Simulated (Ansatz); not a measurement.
`C[C](=N)[AlH2]` + HBr → `[AlH2][Br]` + `CC=N`  (ligand exchange at the Al–C bond)

Calculated with Ansatz (gas phase, PBE0-D4/def2-TZVP geometries, no zero-point term in ΔE). CCSD(T)/CBS adds triple-zeta CCSD(T) − MP2 to the extrapolated MP2 energy (def2 sets, frozen cores). Functionals use def2-TZVPP. For Br outer-core shells are correlated without core-valence functions, which leaves a few kJ/mol of doubt a bond. Scalar relativity is left out up to krypton. One conformer a species, not always the lowest.

```json
{"level": "PBE-D4", "ΔE (kJ/mol)": "-171.2", "difference from CCSD(T)/CBS": "10.2"}
{"level": "BLYP-D4", "ΔE (kJ/mol)": "-168.8", "difference from CCSD(T)/CBS": "12.6"}
{"level": "ωB97X-V", "ΔE (kJ/mol)": "-180.7", "difference from CCSD(T)/CBS": "0.7"}
{"level": "ωB97M-V", "ΔE (kJ/mol)": "-179.7", "difference from CCSD(T)/CBS": "1.7"}
{"level": "PBE-QIDH", "ΔE (kJ/mol)": "-186.6", "difference from CCSD(T)/CBS": "-5.2"}
{"level": "r2SCAN", "ΔE (kJ/mol)": "-184.1", "difference from CCSD(T)/CBS": "-2.7"}
{"level": "RPA@PBE/def2-TZVPP", "ΔE (kJ/mol)": "-170.9", "difference from CCSD(T)/CBS": "10.5"}
{"level": "MP2/def2-SVP", "ΔE (kJ/mol)": "-183.3", "difference from CCSD(T)/CBS": "-1.9"}
{"level": "HF/def2-TZVPP", "ΔE (kJ/mol)": "-203.9", "difference from CCSD(T)/CBS": "-22.5"}
{"level": "MP2/def2-TZVPP", "ΔE (kJ/mol)": "-182.6", "difference from CCSD(T)/CBS": "-1.2"}
{"level": "CCSD(T)/CBS", "ΔE (kJ/mol)": "-181.4", "difference from CCSD(T)/CBS": "0"}
```

Largest T1 diagnostic among the species: 0.012.

The D4 term adds +4.8 kJ/mol with B3LYP and +2.7 kJ/mol with PBE0; it sums over pairs of atoms, weighted by their polarisabilities, and B3LYP, whose exchange is more repulsive, gets the larger term. From PBE to PBE0 (25 % exact exchange), in def2-TZVPP and without D4, ΔE moves by −8.5 kJ/mol.

B3LYP here is the variant with VWN-RPA as its local correlation; programs differ in this.
